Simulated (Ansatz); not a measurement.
The first iterations of a band of CH$_{7}$BClNSi (12 atoms, charge 0, multiplicity 1).

Theory: RKS r2SCAN/def2-SVP in Ansatz 0.2.0.

- movable images: 7
- climbing image: yes
- spring: 5.0 eV/Å²
- optimiser: quadratic models (default)
- start path: IDPP
- force threshold: 0.05 eV/Å
- iteration limit: 32
- end points: as typed, not relaxed

Image 0:

```xyz
12
Properties=species:S:1:pos:R:3
N -0.197 1.796 0.846
C -0.800 0.528 0.505
B 0.341 -0.544 0.413
Si 0.810 -1.490 -1.229
Cl 1.221 -0.132 -2.745
H -1.022 2.554 0.761
H 0.078 1.835 1.841
H -1.492 0.235 1.274
H -1.312 0.600 -0.433
H 1.038 -0.765 1.404
H -0.470 -2.259 -1.600
H 1.881 -2.415 -1.005
```

Image 8:

```xyz
12
Properties=species:S:1:pos:R:3
N -0.530 1.702 1.106
C -1.002 0.417 0.645
B 0.237 -0.535 0.501
Si 0.830 -1.291 -1.197
Cl 1.145 0.221 -2.585
H -0.387 2.320 0.179
H 0.418 1.639 1.513
H -1.680 -0.002 1.366
H -1.497 0.519 -0.299
H 0.928 -0.772 1.491
H -0.363 -2.142 -1.669
H 1.979 -2.130 -1.017
```

| iteration | highest image above the first end (eV) | largest band force component (eV/Å) |
| --- | --- | --- |
| 1 | 0.155 | 4.272 |
| 2 | 0.000 | 1.211 |
| 3 | 0.000 | 1.876 |
| 4 | 0.000 | 1.328 |
| 5 | 0.000 | 0.711 |
| 6 | 0.000 | 1.500 |
| 7 | 0.000 | 0.766 |
| 8 | 0.000 | 1.918 |
| 9 | 0.000 | 0.672 |
| 10 | 0.000 | 0.369 |

Question: Does the band converge within its limit, and where does its top end?

Answer: It did not converge within its limit. It ended after 32 iterations with the highest image 0.000 eV above the first end. The band didn't meet its force threshold, so its energies are provisional: the largest band force was still 2.00 eV/Å, and over the last iterations the top stayed at 0.00 eV. The end points aren't both relaxed to the band's threshold either. Inner images lie below an end point, which means an intermediate or an end that isn't the lowest structure nearby.

The run took 13 min on 2 threads of Intel(R) Xeon(R) Platinum 8175M CPU @ 2.50GHz (Skylake/Cascade Lake) (shared host), peak memory 0.2 GiB.
